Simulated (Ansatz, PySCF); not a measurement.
Gas-phase reaction (SMILES): [Cl][InH][Cl] + F (HF) → [F][In]([Cl])[Cl] + [H][H] (H2); hydrogen fluoride cleaves one In-H bond, a model of a ligand-exchange step.

Geometries: B3LYP-D3(BJ)/def2-TZVP minima from Ansatz (a first-principles code). Valence correlation only, unless marked. Spin-orbit coupling is left out. The frozen core is the preceding noble-gas configuration, with the filled d and f shells of earlier blocks. In def2 rows, elements after Kr have scalar-relativistic effective core potentials. CBS marks a two-point X^-3 extrapolation of the correlation energy; Hartree-Fock from the larger set. Thermal terms are rigid-rotor harmonic-oscillator values from B3LYP-D3(BJ) frequencies (Ansatz or PySCF) at 298.15 K and 1 atm. 1 Eh = 627.5095 kcal/mol.

```json
[
 {"species": "[Cl][InH][Cl]", "E, CCSD(T)/CBS(def2-TZVPPD,def2-QZVPPD) (Ansatz) (Eh)": "-1109.53011", "E, PBE0-D4/def2-TZVPD (Ansatz + dftd4) (Eh)": "-1110.95970", "H - E (Eh)": "0.01383"},
 {"species": "F (HF)", "E, CCSD(T)/CBS(def2-TZVPPD,def2-QZVPPD) (Ansatz) (Eh)": "-100.39266", "E, PBE0-D4/def2-TZVPD (Ansatz + dftd4) (Eh)": "-100.39487", "H - E (Eh)": "0.01259"},
 {"species": "[F][In]([Cl])[Cl]", "E, CCSD(T)/CBS(def2-TZVPPD,def2-QZVPPD) (Ansatz) (Eh)": "-1208.76075", "E, PBE0-D4/def2-TZVPD (Ansatz + dftd4) (Eh)": "-1210.18970", "H - E (Eh)": "0.01057"},
 {"species": "[H][H] (H2)", "E, CCSD(T)/CBS(def2-TZVPPD,def2-QZVPPD) (Ansatz) (Eh)": "-1.17452", "E, PBE0-D4/def2-TZVPD (Ansatz + dftd4) (Eh)": "-1.16831", "H - E (Eh)": "0.01336"}
]
```

### Question
Work out ΔE and ΔH at 298.15 K at the first level, then ΔH at the second.

### Answer

1. ΔE = [(-1208.76075) + (-1.17452)] - [(-1109.53011) + (-100.39266)] = -0.01250 Eh = -7.8 kcal/mol at CCSD(T)/CBS(def2-TZVPPD,def2-QZVPPD).
2. The terms H - E add up to -0.00249 Eh, so ΔH = (-0.01250 + (-0.00249))×627.5095 = -9.4 kcal/mol.
3. At PBE0-D4/def2-TZVPD the same steps give ΔE = -2.2 and ΔH = -3.7 kcal/mol, a shift of +5.7 from the first level.
4. These values are not checked against measurement here, since the tables used lack a sound gas-phase enthalpy of formation for at least one species.
